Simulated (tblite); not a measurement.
Run record: tight-binding relaxation, `Brc1cccc2[n-]nnc12`.

Computed with GFN2-xTB geometry optimisation, gas phase (tblite 0.8.0). Start geometry: from a force field or distance geometry. The command runs a driver script over a list of jobs; the input below is this job's line of settings and its coordinates in Å.

Command:
```bash
OMP_NUM_THREADS=1 python probes_run.py task.json out
```

Input:
```
{"job": {"kind": "relax", "xc": "GFN2-xTB", "basis": "xTB"}, "charge": -1, "multiplicity": 1}
Br    -0.446600     3.216800    -0.165800
C     -0.351700     1.302300    -0.079800
C     -1.536300     0.571100    -0.050400
C     -1.480400    -0.795500     0.005600
C     -0.254200    -1.432500     0.071100
C      0.938200    -0.745300     0.046400
N      2.248000    -1.068300     0.081500
N      2.936900     0.081100     0.044500
N      2.131100     1.109700    -0.021400
C      0.868800     0.646600    -0.015100
H     -2.503100     1.076400    -0.094700
H     -2.357100    -1.445500     0.033200
H     -0.197900    -2.516600     0.127400
```

Output:
```
step      E/eV     max force
  0    -746.40117    2.038
  1    -746.51965    0.850
  2    -746.54597    0.635
  3    -746.56966    0.316
  4    -746.57918    0.218
  5    -746.58361    0.185
  6    -746.58630    0.128
  7    -746.58878    0.125
  8    -746.58995    0.077
  9    -746.59040    0.058
 10    -746.59071    0.060
 11    -746.59109    0.067
 12    -746.59140    0.044
 13    -746.59157    0.027
 14    -746.59166    0.028
 15    -746.59172    0.025
 16    -746.59178    0.018
 17    -746.59182    0.016
 18    -746.59185    0.013
 19    -746.59187    0.009
```

«max force» is the largest atomic force in eV/Å.

From which step on does the largest force stay under 0.1 eV/Å, and how much energy is left to gain from there?

From step 8 (0.077 eV/Å), 1.9 meV above the end.

Summary of the converged run: energy lowered by 4.4 kcal/mol over 19 steps; largest atomic force 0.009 eV/Å at the end.

Give the final coordinates.

0.044 Å rms from the input after alignment:
```
atom  x, y, z in Å
Br1   -0.4987    3.2396   -0.1691
C2    -0.3573    1.3206   -0.0730
C3    -1.5089    0.5740   -0.0548
C4    -1.4462   -0.8253    0.0165
C5    -0.2461   -1.4938    0.0696
C6     0.9248   -0.7398    0.0503
N7     2.2327   -1.0668    0.0875
N8     2.9112    0.0544    0.0422
N9     2.1579    1.1261   -0.0235
C10    0.8806    0.7007   -0.0223
H11   -2.4732    1.0628   -0.0950
H12   -2.3779   -1.3787    0.0293
H13   -0.2034   -2.5734    0.1248
```

On Arm Neoverse V1, one thread, on a shared host, this took 0.14 s wall.
Labels such as C1 count atoms from 1, the log's own numbers from 0.
